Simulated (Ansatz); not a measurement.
The same path of AlFH5OSi (9 atoms, charge 1, multiplicity 1) was run twice with different band settings. Lost on the way: Al2–H5, O3–H6. Made: H5–H6.

Level of theory: UKS BLYP-D4/6-31G (Ansatz).

Relaxed end points:

```xyz
9
Properties=species:S:1:pos:R:3
F -1.152 2.440 -1.629
Al -0.540 0.851 -1.564
O -0.170 0.540 0.234
Si 0.528 -1.001 1.073
H -0.234 -0.314 -2.571
H -0.363 1.290 0.852
H 1.892 -0.580 1.521
H 0.498 -1.954 -0.078
H -0.461 -1.271 2.162
```

```xyz
9
Properties=species:S:1:pos:R:3
F -1.316 2.825 -0.915
Al -0.627 1.326 -0.550
O -0.019 0.088 0.356
Si 0.620 -1.217 1.404
H -0.313 0.409 -2.459
H -0.617 1.062 -2.716
H 1.965 -0.725 1.847
H 0.685 -2.425 0.517
H -0.377 -1.342 2.517
```

Common settings: spring 5.0 eV/Å²; optimiser quadratic models (default); start path through a guess of the saddle point; force threshold 0.05 eV/Å; iteration limit 60; end points relaxed.

| run | movable images | climbing image |
| --- | --- | --- |
| 1 | 5 | yes |
| 2 | 6 | no |

Task: What does each run give, and how far can it be trusted?

Result: Run 1: converged after 29 iterations, highest image 2.532 eV above the first end. Neighbouring images differ by up to 1.2 eV, so the band resolves the path poorly. A vibrational analysis at the climbing image gives one clearly imaginary mode, 1303i cm⁻¹, and a faint second one (22i cm⁻¹) that may be numerical noise or a soft torsion: probably a first-order saddle point.
Run 2: converged after 33 iterations, highest image 1.710 eV above the first end. The profile has 2 maxima (images 2, 5) with wells between them (image 3): this band takes more than one step, which may be the mechanism or a detour left from its start path. Neighbouring images differ by up to 1.2 eV, so the band resolves the path poorly. No image climbed, so the highest image needn't sit at the top of the path.
The orbitals stay closed-shell, which can raise the energy where a bond breaks towards radicals; this wasn't checked here. Limits of this set-up: no polarisation functions, the dipole of an ion depends on the origin.
